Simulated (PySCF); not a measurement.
## Simulated absorption spectrum

Compound: C₄H₇N₃OSi.
Structure used (GFN2-xTB), in Å, numbered top down from 1:
```xyz
16
C4H7N3OSi angstrom
C      0.437   -2.405    0.830
N     -0.213   -1.515    0.237
Si     0.157    0.096   -0.276
N     -0.317    0.447   -1.889
C      2.040    0.459   -0.179
O      2.724    0.033    0.720
C     -0.847    1.258    0.871
C     -2.205    1.273    0.437
N     -3.283    1.274    0.053
H      1.470   -2.295    1.167
H     -0.044   -3.358    1.033
H     -1.299    0.590   -2.068
H      0.103   -0.042   -2.664
H      2.529    1.005   -1.013
H     -0.806    0.915    1.905
H     -0.455    2.274    0.826
```

Computed with TDDFT B3LYP/def2-SVPD, vertical, gas phase, core orbitals frozen in the response (PySCF 2.14.0, density-fitted response routines).

Each state is given a Gaussian of 0.25 eV full width at half maximum, with ε(max) = 2.175×10⁸ f / Δν̃ (Δν̃ the width in cm⁻¹). The width is an assumption, not a result. The curve ends short of the highest state used, and states not computed would add to its high-energy end.

```
E (eV)  ε (L mol⁻¹ cm⁻¹)
  2.51                 1
  2.59                 9
  2.67                55
  2.75               192
  2.83               384
  2.91               434
  2.99               279
  3.07               101
  3.15                21
  3.23                 2
  3.31                 0
  3.39                 1
  3.47                 9
  3.55                41
  3.63               101
  3.71               143
  3.79               114
  3.87                52
  3.95                23
  4.03                85
  4.11               402
  4.19              1106
  4.27              1724
  4.35              1524
  4.43               771
  4.51               277
  4.59               298
  4.67               650
  4.75               924
  4.83               866
  4.91               848
  4.99              1089
  5.07              1098
  5.15               663
  5.23               230
  5.31                58
```

Problem. Locate the maxima and give the states behind the curve.

Solution. 429 nm (2.89 eV), ε about 440, made up of S1 (100%); 333 nm (3.72 eV), ε about 140, made up of S2 (100%); 289 nm (4.29 eV), ε about 1800, made up of S3 (100%); 260 nm (4.77 eV), ε about 940, made up of S4 (95%); 246 nm (5.03 eV), ε about 1200, made up of S5 (97%) (ε in L mol⁻¹ cm⁻¹; maxima over ε = 5, shares over 10%). The states used: S1 2.89 eV (f 0.0041); S2 3.72 eV (f 0.0013); S3 4.29 eV (f 0.016); S4 4.76 eV (f 0.0083); S5 5.04 eV (f 0.010); S6 5.64 eV (f 0.015); S7 5.78 eV (f 0.043); S8 5.91 eV (f 0.013).

Problem. On this curve, what absorbance would a 10⁻⁴ mol/L sample give at 266 nm over a 1 cm path?

Solution. 266 nm is 4.661 eV, where ε is about 610 L mol⁻¹ cm⁻¹, so A = ε c l ≈ 0.061 (Beer–Lambert, with the gas-phase spectrum and the assumed width).

Problem. What would ε be at 4.29 eV, the highest of these maxima, with half the width (0.125 eV)?

Solution. About 3520 L mol⁻¹ cm⁻¹ against 1760, a factor of about 2.00; a lone state at its own centre would give exactly 2.

Problem. Does any computed singlet lie in the visible range?

Solution. S1 lies in the visible range (380 to 750 nm), at 429 nm, f = 0.0041; light of that wavelength is violet, and its complementary colour is yellow-green; a Tamm–Dancoff triplet lies at 550 nm, without intensity as long as spin–orbit coupling is left out.

One conformer stands for the species.
